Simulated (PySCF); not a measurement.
Fill in the blanks.

Compound: [TcOCl4]- (charge -1 and singlet state).
SMILES: `[O]=[Tc-]([Cl])([Cl])([Cl])[Cl]`

```json
{"property": "point group", "level": "PBE0-D3(BJ)/def2-SVP", "value": "?"}
{"property": "rotational constants A, B, C", "level": "PBE0-D3(BJ)/def2-SVP", "value": "1.164, 1.160, 0.731 GHz"}
{"property": "HOMO energy", "level": "B3LYP/def2-SVPD", "value": "?"}
{"property": "LUMO energy", "level": "B3LYP/def2-SVPD", "value": "?"}
{"property": "lowest singlet excitation", "level": "TDDFT B3LYP/def2-SVPD", "value": "?"}
{"property": "lowest triplet excitation (Tamm–Dancoff)", "level": "TDA B3LYP/def2-SVPD", "value": "?"}
{"property": "static isotropic polarisability", "level": "B3LYP/def2-SVPD", "value": "?"}
```

Electronic properties: PySCF, gas phase, density fitting. Atoms past krypton carry effective core potentials; spin–orbit coupling is left out. The geometry's basis has no diffuse functions, a weakness for an anion.

**Question.** Give the HOMO energy.

**Answer.** -2.78 eV.

**Question.** Give the point group.

**Answer.** C4v.

**Question.** The lowest triplet excitation (Tamm–Dancoff)?

**Answer.** 0.95 eV.

**Question.** What is the LUMO energy?

**Answer.** 0.44 eV.

**Question.** The lowest singlet excitation?

**Answer.** 1.55 eV (798 nm, f = 0.000).

**Question.** What is the static isotropic polarisability?

**Answer.** 115.2 au.

The rotational constants are those of an oblate symmetric top; the small spread among constants that symmetry makes equal is optimisation noise. The vertical singlet–triplet gap S1 − T1 is 0.60 eV (TDDFT singlet less Tamm–Dancoff triplet). 4 of the 10 computed singlets lie in the visible range (750 to 380 nm, 1.65 to 3.26 eV), with an oscillator strength of 0.001 in sum. With B = h/(8π²I), that is 505.379 GHz u Å² over I, the principal moments of inertia are 434.3, 435.5 and 691.6 u Å² (most abundant isotopes).

For the geometry optimisation (PBE0-D3(BJ)/def2-SVP), hardware: one thread of an x86-64 server, on a shared host. Cost: 36 s of wall time.
